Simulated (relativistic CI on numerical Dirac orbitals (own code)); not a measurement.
# Cu2+ in a cubic cluster: 2p photoemission with charge transfer

Computed with a charge-transfer multiplet model of a cubic metal-ligand cluster with up to one ligand hole, Slater and spin-orbit integrals from Dirac-Coulomb-Breit ions, Slater integrals scaled by 0.8. The ground state mixes d9 with configurations of k ligand holes L, whose averages lie at kΔ + k(k − 1)U_dd/2; a core hole lowers each added d electron by U_cd. 300 K, Lorentzian 0.6 eV and Gaussian 0.8 eV FWHM.

Atomic integrals in eV (Slater integrals scaled, ζ unscaled), ground: F2dd 11.066, F4dd 6.905, zeta_d 0.099; with the core hole: F2dd 11.066, F4dd 6.905, zeta_d 0.138, zeta_core 13.377, F2cd 7.060, G1cd 5.412, G3cd 3.079.

Cluster parameters (eV): Δ = 5.1, U_dd = 7, 10Dq = 1.3, 10Dq(ligand) = 0.6, V(eg) = 1.35, V(t2g) = -0.59, final-state hopping factor = 0.9.

```csv
Case,n_d,d9,d10L,S
U_cd = 7.6 eV,9.05,0.95,0.05,0.50
U_cd = 8.2 eV,9.05,0.95,0.05,0.50
U_cd = 8.8 eV,9.05,0.95,0.05,0.50
U_cd = 9.4 eV,9.05,0.95,0.05,0.50
U_cd = 10 eV,9.05,0.95,0.05,0.50
```

Weights, n_d and S are thermal averages at 300 K. Binding energies count from the first peak over 30 % of the highest in each spectrum, which can be another peak from case to case. The parameters are a model scan and need not match a compound or its usual spin state. Peaks in eV (height, largest 100):
- U_cd = 7.6 eV: 0.0 (100), 2.5 (75), 4.8 (49), 20.1 (44), 23.9 (49)
- U_cd = 8.2 eV: 0.0 (96), 2.9 (100), 5.2 (57), 20.1 (43), 23.3 (43), 24.4 (58)
- U_cd = 8.8 eV: 0.0 (72), 3.3 (100), 5.7 (51), 20.1 (33), 23.6 (41), 24.8 (53)
- U_cd = 9.4 eV: 0.0 (57), 3.7 (100), 6.2 (48), 20.1 (26), 24.1 (41), 25.3 (50)
- U_cd = 10 eV: 0.0 (48), 4.2 (100), 6.8 (46), 20.1 (22), 24.6 (40), 25.9 (48)

For the case U_cd = 8.8 eV, Δ = 5.1 eV is smaller than U_dd = 7 eV, the charge-transfer side of the Zaanen-Sawatzky-Allen scheme. With the core hole the configuration with one ligand hole lies at Δ − U_cd = -2.5, -3.1, -3.7, -4.3, -4.9 eV from the one without, in the order of the table; where this is negative the screened configuration lies lower.
